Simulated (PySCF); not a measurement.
# Computed properties of CH5MoNO2, SMILES [CH3][Mo]([NH2])(=[O])=[O], multiplicity 1

CH₅MoNO₂, SMILES [CH3][Mo]([NH2])(=[O])=[O], multiplicity 1. The structure is a stationary point at B3LYP-D3(BJ)/def2-SVP. The multiplicity is an assumed one; no other spin state was optimised. The structure was generated by enumeration; whether it is a known compound was not checked. The def2 effective core potentials stand for the cores of Mo; spin–orbit coupling is left out. One conformer was computed; it need not be the lowest. All values are computed for the isolated molecule unless a solvent is named; none is compared with measurement here.

**Structure.** The optimised structure has Cs symmetry. All 24 harmonic modes at B3LYP-D3(BJ)/def2-SVP (PySCF) are real, so it is a minimum. With heavy atoms numbered as in [Mo:1](=[O:2])(=[O:3])([NH2:4])[CH3:7], the shortest bond between them is Mo1–O2 at 1.692 Å and the longest Mo1–C7 at 2.121 Å.

**Vibrations.** The strongest infrared lines (harmonic, unscaled, degenerate partners summed) lie at 1020 cm⁻¹ (221 km/mol, O 78 %, Mo 21 %), 574 cm⁻¹ (155 km/mol, H 56 %, C 20 %, N 16 %), 3524 cm⁻¹ (113 km/mol, H 96 %). The softest mode is at 164 cm⁻¹ and the zero-point energy is 42.2 kcal/mol.

**Electronic structure.** HF/def2-TZVP (PySCF) places the frontier levels at -11.96 and 1.41 eV, a gap of 13.37 eV, and gives a dipole moment of 4.51 D and a mean polarisability of 61.4 bohr³. PBE/def2-TZVP (PySCF) at the same geometry gives -7.18 and -2.94 eV, so its gap is 9.13 eV narrower. An orbital gap is neither the optical nor the fundamental gap.

**Excitations.** TDDFT-PBE0/def2-SVPD (PySCF) has S1 at 4.66 eV (266 nm, f = 0.001, dark); the most intense of the 10 singlets computed lies at 5.31 eV (f = 0.08). T1 (TDA) is at 4.02 eV. TDDFT-PBE/def2-SVPD (PySCF) puts S1 at 4.38 eV. No vertical singlet excitation falls in the visible range (under 3.1 eV).
